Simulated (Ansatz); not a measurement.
CH₅AlOSe, SMILES `C[O][AlH][SeH]`, relaxed with RKS PBE0-D4/def2-TZVP in the Gaussian-basis code of Ansatz from a PBE-D4/def2-SVP geometry. The force threshold is 0.005 eV/Å; the program also tests the step.

The species carries charge 0 and has multiplicity 1.

Start:

```xyz
9

C    -1.333   -0.534   -0.244
O    -0.689    0.567    0.329
Al    0.896    1.153    0.597
Se    2.767   -0.048   -0.118
H    -1.967   -0.216   -1.103
H    -0.627   -1.314   -0.621
H    -2.003   -1.024    0.498
H     1.048    2.541    1.345
H     1.908   -1.124   -0.683
```

| step | energy (eV) | largest force (eV/Å) | largest move (Å) |
| --- | --- | --- | --- |
| 1 | -75101.4918 | 0.699 | 0.000 |
| 2 | -75101.5268 | 0.482 | 0.032 |
| 3 | -75101.5333 | 0.051 | 0.026 |
| 4 | -75101.5334 | 0.025 | 0.009 |
| 5 | -75101.5335 | 0.018 | 0.006 |
| 6 | -75101.5335 | 0.001 | 0.005 |

End:

```xyz
9

C    -1.311   -0.533   -0.246
O    -0.693    0.576    0.331
Al    0.864    1.148    0.593
Se    2.710   -0.064   -0.118
H    -1.936   -0.220   -1.088
H    -0.590   -1.273   -0.617
H    -1.954   -1.029    0.488
H     1.051    2.521    1.330
H     1.858   -1.126   -0.673
```

Hardware: 4 threads of an Arm Neoverse V2 on a shared host. Wall time 18 s, peak host memory 0.46 GiB.
